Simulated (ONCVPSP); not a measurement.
## fluorine (F), ONCV: configuration errors across variants

```json
{
  "Element": "fluorine (F)",
  "Generator": "ONCVPSP 4.0.1",
  "Type": "optimised norm-conserving Vanderbilt (ONCV)",
  "Functional": "PBE",
  "Relativity": "scalar-relativistic",
  "Frozen core": "[He]",
  "Valence charge": "7",
  "Reference configuration": "2s2 2p5",
  "Partial waves": "2s: rc 0.70 bohr, ncon 5, nbas 9, qcut 10.9 1/bohr, 2 projectors, debl 3 Ha; 2p: rc 1.35 bohr, ncon 4, nbas 8, qcut 12.8 1/bohr, 2 projectors, debl 3.5 Ha; d scattering state at 0.1 Ha: rc 1.05 bohr, ncon 5, nbas 9, qcut 9.4 1/bohr, 2 projectors, debl 1.4 Ha",
  "Local potential": "polynomial inside 0.45 bohr (lpopt 5, dvloc0 0 Ha)",
  "Core correction": "Teter function, fcfact 5.25, rcfact 1.55"
}
```

All-electron excitation energies from the reference (eV): (1) 2s2 2p4 19.390; (2) 2s2 2p3 57.775; (3) 2s2 2p2 118.412; (4) 2s2 2p4.5 7.543.

1 further variants failed, have other tests or too few solved ones, and are left out.

A true bound ghost makes a file unfit for plane-wave use even where its test errors are small: the radial tests pick states by their node count and pass the ghost by.

Errors AE − PS in meV (a dash: test not solved or not reliable):

```csv
change,(1),(2),(3),(4),bound ghosts,GHOST(+) flags above zero
base,+15,+123,+487,+2.0,none,none
s: rc 0.56,+15,+123,+484,+2.0,s,none
s: rc 0.6,+15,+124,+487,+2.0,none,s
s: rc 0.66,+15,+123,+487,+2.0,none,none
s: rc 0.74,+15,+123,+487,+2.0,none,none
s: rc 0.78,+15,+124,+487,+2.0,none,none
s: rc 0.86,+15,+125,+495,+2.0,none,none
s: rc 0.98,+15,+129,+509,+2.1,none,none
s: rc 1.02,+16,+131,+514,+2.2,none,none
```

Q: Give the same row for: s: rc 0.9.

A: +15, +126, +498, +2.1; bound ghosts: none; GHOST(+) flags above zero: none.
